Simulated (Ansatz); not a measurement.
A nudged elastic band was laid between two geometries of ClH3HfO3 + H3P (12 atoms, charge 0, multiplicity 1).

These are results of Ansatz, RKS B3LYP/def2-SVP, not measurements.

| Quantity | Value |
| --- | --- |
| movable images | 5 |
| climbing image | yes |
| spring | 5.0 eV/Å² |
| optimiser | quadratic models (default) |
| start path | through a guess of the saddle point |
| force threshold | 0.05 eV/Å |
| iteration limit | 60 |
| end points | relaxed |

Image 0:

```xyz
12
Properties=species:S:1:pos:R:3
Hf -0.229 -0.515 0.157
Cl -0.278 -0.385 2.556
O 1.581 -0.828 -0.427
H 2.450 -0.958 -0.806
O -0.899 1.133 -0.588
H -1.222 1.910 -1.043
O -1.351 -1.977 -0.394
H -1.876 -2.691 -0.756
P 2.089 3.306 1.448
H 2.993 2.374 0.845
H 1.066 3.064 0.478
H 1.563 2.338 2.358
```

Image 6:

```xyz
12
Properties=species:S:1:pos:R:3
Hf 0.201 0.307 -0.471
Cl 1.501 -0.807 3.479
O 1.786 -0.762 -0.711
H 2.486 -1.413 -0.776
O -0.313 1.220 -2.091
H -0.610 1.557 -2.937
O -1.297 -0.561 0.373
H -1.942 -1.130 0.796
P 0.954 2.091 1.351
H 1.855 2.866 0.561
H -0.148 2.993 1.257
H 1.415 0.411 2.997
```

Problem. What changes between the two ends?

Solution. Bonds broken: Hf1–Cl2, P9–H12. Bonds formed: Hf1–P9, Cl2–H12. ClH3HfO3 + H3P becomes ClH + H5HfO3P.

Problem. What energy profile does the band end with?

Solution. It converged. The highest image is number 3 of 0 to 6, 167.5 kJ/mol above the first end and 23.4 kJ/mol above the last; the last end lies 144.2 kJ/mol above the first. Neighbouring images differ by up to 1.3 eV, so the band resolves the path poorly. A vibrational analysis at the climbing image gives one clearly imaginary mode, 451i cm⁻¹: a first-order saddle point. The orbitals stay closed-shell, which can raise the energy where a bond breaks towards radicals; this wasn't checked here.

```csv
image,path coordinate (Å),energy (kJ/mol),Hf1–Cl2 (Å),P9–H12 (Å),Hf1–P9 (Å)
0,0.00,0.0,2.40,1.43,4.65
1,2.13,2.6,2.40,1.43,4.94
2,4.27,42.6,2.43,1.43,4.22
3,6.40,167.5,2.99,1.80,2.73
4,7.21,152.8,3.62,2.19,2.70
5,8.02,145.2,4.18,2.37,2.66
6,8.82,144.2,4.30,2.40,2.66
```

Problem. What is the geometry of the highest image?

Solution. 
```xyz
12
Properties=species:S:1:pos:R:3
Hf 0.269 0.151 -0.173
Cl 1.237 -0.709 2.521
O 1.683 -0.978 -0.840
H 2.246 -1.626 -1.266
O -0.289 1.162 -1.722
H -0.957 1.556 -2.286
O -1.404 -0.604 0.447
H -1.928 -1.281 0.882
P 1.136 2.199 1.418
H 2.302 2.793 0.870
H 0.276 3.328 1.458
H 1.317 0.780 2.518
```

Time of the run: 9.1 min on 4 threads of Arm Neoverse V1 (shared host), peak memory 0.5 GiB.
